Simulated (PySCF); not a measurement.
**Excited states of Au⁺ (gold, charge +1)**

Ground state [Xe] 4f14 5d10, ¹S. Computed with PySCF 2.14 in x2c-SVPall with two added diffuse shells each of s, d type (9s5p8d2f, 78 functions), with scalar relativity by spin-free X2C-1e. Vertical excitation energies in eV without spin-orbit coupling; excited terms of each kind are numbered among those the solver found. Frozen: [Xe] 4f14.

| term | leading excitation | EOM-EE-CCSD |
| --- | --- | --- |
| 1 3D | 5d → s | 2.988 |
| 1 1D | 5d → s | 3.709 |
| 1 3P° | 5d → p | 9.485 |
| 1 3F° | 5d → p | 9.751 |
| 1 1F° | 5d → p | 9.899 |
| 1 1D° | 5d → p | 10.116 |
| 1 3D° | 5d → p | 10.179 |
| 1 1P° | 5d → p | 10.338 |
| 2 3D | 5d → s | 13.870 |
| 2 1D | 5d → s | 13.990 |

The spin-orbit splitting of the hole, absent here, rivals or exceeds the spacing of these terms, so the LS terms are model states.

The solver can miss terms. Rydberg members are limited by the diffuse functions of the basis.
